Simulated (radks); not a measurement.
Dipole-allowed excitations along the series with 68 electrons in [Xe] 4f14. All-electron calculation, scalar-relativistic Kohn-Sham, LB94 model potential, spin-polarised, spherical densities, finite nucleus; Fermi nuclear charge, rms radius of each element as measured or else 0.836 A^(1/3) + 0.57 fm. Program: a radial shooting solver on a logarithmic mesh with Libxc functionals. Time-dependent linear response with the Hartree and adiabatic LDA kernel, continuum included through the Sternheimer equations, no spin-orbit coupling, so fine structure and intercombination lines are absent. Lines are the poles of the dipole polarisability below minus the highest occupied eigenvalue, found on a grid refined at the orbital gaps; the lowest seven at most are given, and weak or close lines can be missed. The first line takes the name of the lowest orbital gap if no other gap lies below it; otherwise a line is named after a gap within 0.6 % of it, if that gap stands alone.

species,-e(HOMO) (eV),lowest orbital gap (eV),first line (eV),f,strongest line (eV),its f,static alpha (bohr^3)
W6+,121.42,4f-5d 40.031,41.621 (4f-5d),0.0293,54.240 (unassigned),4.70,2.025
Re7+,149.49,5p-5d 49.139,51.812 (unassigned),0.0944,60.073 (unassigned),5.32,1.679
Os8+,173.87,5p-5d 53.185,60.730 (5p-5d),1.79,67.870 (unassigned),3.89,1.415
